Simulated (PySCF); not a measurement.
trifluoromethoxyethane (C₃H₅F₃O), SMILES CCOC(F)(F)F.

Coordinates come from a ωB97X-D3(BJ)/def2-SVP optimisation. Other conformers were not sampled.

Level of theory: B3LYP/def2-TZVP (PySCF).

The total energy is -492.31043 hartree, the highest occupied level is -8.99 eV and the lowest empty level comes out as 0.81 eV. The orbital gap is 9.79 eV. The dipole moment is 2.63 D, the quadrupole, principal values (traceless, Buckingham form, about the centre of nuclear charge) is -2.41, -1.19, 3.59 D·Å and the mean static polarisability is 43.9 bohr³ (6.50 Å³). The polarisability, principal values comes out as 39.7, 40.9, 51.0 bohr³.
